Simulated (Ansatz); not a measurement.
`SB1CO1` + H₂ → `B1CO1` + H₂S  (hydrogenolysis of a B–S bond)

Isolated molecules relaxed with PBE0-D4/def2-TZVP in Ansatz; ΔE leaves out vibrations. CCSD(T)/CBS is the MP2 limit (def2-TZVPP, def2-QZVPP) plus CCSD(T) − MP2 in def2-TZVPP, frozen cores. This one scheme is used for every species. DFT in def2-TZVPP. B3LYP here is the variant with VWN-RPA as its local correlation; programs differ in this. Each species was taken in one conformer, which may not be the lowest.

`SB1CO1`:

Cartesian coordinates in Å:
```
S 0.548 1.919 0.728
B 0.066 0.333 0.109
C 0.187 -1.150 -0.126
O -0.910 -0.246 -0.598
H -0.511 2.582 0.227
H 0.775 -1.559 -0.942
H -0.155 -1.879 0.603
```

H₂:

Z-matrix (Å, degrees):
```
H
H 1 0.746
```

`B1CO1`:

Z-matrix (Å, degrees):
```
C
O 1 1.500
B 1 1.510 2 52.3
H 1 1.086 2 112.6 3 -114.3
H 1 1.086 2 112.6 3 114.3
H 3 1.183 1 159.3 2 180.0
```

H₂S:

```xyz
3

S    -0.586   -0.139   -0.147
H     0.526   -0.868    0.029
H     0.060    1.007    0.118
```

| level | ΔE (kJ/mol) |
| --- | --- |
| B3LYP-D4 | 47.9 |
| CCSD/CBS(def2) | 39.7 |

**Question.** What does CCSD(T)/CBS give? (Best estimate.)

**Answer.** Computed: +45.4 kJ/mol. The listed levels differ from it by 2.5, -5.7 kJ/mol.

Largest T1 diagnostic among the species: 0.016.

From r2SCAN to r2SCAN0 (25 % exact exchange), in def2-TZVPP and without D4, ΔE moves by −4.4 kJ/mol. Leaving LDA and LC-ωPBE aside and taking each functional with its dispersion term where it has one, the values, not all of them listed here, spread over 18.3 kJ/mol, from BHLYP-D4 to revPBE-D4. LDA lies +5.1 kJ/mol from PBE without D4.
